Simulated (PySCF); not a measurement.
## Computed properties of Si(F)(SiH3) (FH3Si2), SMILES F[Si][SiH3]

FH3Si2, SMILES F[Si][SiH3] (connectivity only; charge and spin as stated), neutral, multiplicity 1. Geometry optimised at B3LYP-D3(BJ)/def2-TZVP. Other conformers were not sampled. All values are computed for the isolated molecule unless a solvent is named; none is compared with measurement here.

**Structure.** The optimised structure has Cs symmetry. All 12 harmonic modes at B3LYP-D3(BJ)/def2-TZVP (PySCF) are real, so it is a minimum. With heavy atoms numbered as in [Si:1]([F:2])[SiH3:3], the shortest bond between them is Si1–F2 at 1.626 Å and the longest Si1–Si3 at 2.453 Å.

**Vibrations.** The strongest infrared lines (harmonic, unscaled, degenerate partners summed) lie at 865 cm⁻¹ (195 km/mol, H 83 %, Si 12 %), 809 cm⁻¹ (148 km/mol, F 55 %, Si 38 %), 2200 cm⁻¹ (112 km/mol, H 96 %). The softest mode is at 39 cm⁻¹ and the zero-point energy is 16.4 kcal/mol.

**Electronic structure.** B3LYP/def2-TZVPD (PySCF) places the frontier levels at -6.28 and -3.22 eV, a gap of 3.06 eV, and gives a dipole moment of 0.91 D and a mean polarisability of 67.2 bohr³.

**Excitations.** TDA-PBE0/def2-SVPD (PySCF) has S1 at 2.10 eV (590 nm, f = 0.005, weak); the most intense of the 10 singlets computed lies at 6.37 eV (f = 0.84). T1 (TDA) is at 1.01 eV, 1.09 eV under S1.

**NMR.** GIAO shifts at HF/pcSseg-2 (PySCF) (non-relativistic, atoms alike by connectivity averaged): ¹H at 3.1 ppm against TMS; ²⁹Si from -103.8 to 791.8 ppm against TMS; ¹⁹F at 166.7 ppm against CFCl3.
